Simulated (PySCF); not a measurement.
# How the method changes the shape and vibrations of AlFH2N

Calculated results; nothing here was measured. The program is PySCF 2.14.0, an open-source quantum chemistry code, run on an isolated molecule that a program drew, which may never have been made. The molecule is AlFH2N (charge 0, doublet), drawn as the SMILES string `[NH2][Al][F]`.

The geometry was optimised and harmonic frequencies were computed with HF and MP2, all in the cc-pV(D+d)Z basis, for the commonest isotopes, with a restricted reference for singlets and an unrestricted one otherwise, and a frozen core in MP2. Each result is a local minimum of its method.

Geometry at the HF minimum:
```xyz
5
AlFH2N, angstrom
N     0.2622    1.8297   -2.7455
Al   -0.3614    0.2833   -2.1843
F     0.6736   -1.0099   -2.3041
H     1.1823    1.9706   -3.1229
H    -0.2410    2.6968   -2.7372
```

Lengths of the bonds as drawn, in Å (atoms numbered as above):
```
bond,HF,MP2
N1-Al2,1.759,1.773
Al2-F3,1.661,1.681
N1-H4,1.004,1.019
N1-H5,1.003,1.017
```

Rotational constants, in GHz:
| constant | HF | MP2 |
|---|---|---|
| A | 35.88 | 36.34 |
| B | 6.546 | 6.326 |
| C | 5.536 | 5.388 |

Harmonic frequencies in cm^-1, each column in rising order, so a row needn't be the same motion in every method:
```
rank    HF   MP2
   1   231   217
   2   381   318
   3   423   376
   4   674   624
   5   787   753
   6   897   873
   7  1661     ?
   8  3768  3597
   9  3859  3706
```

**Estimate the missing MP2 frequency from the HF column.**

A single factor s that minimises the squared misfit of MP2 against s times HF over the other rows is sum(HF x MP2) / sum(HF^2) = 0.9565, with an rms misfit of 22 cm^-1. For rank 7 it gives 0.9565 x 1661 = 1589 cm^-1. The calculation gives 1534 cm^-1, 55 cm^-1 below the estimate. The drawn bonds are on average 1.2 % longer in MP2 than in HF.
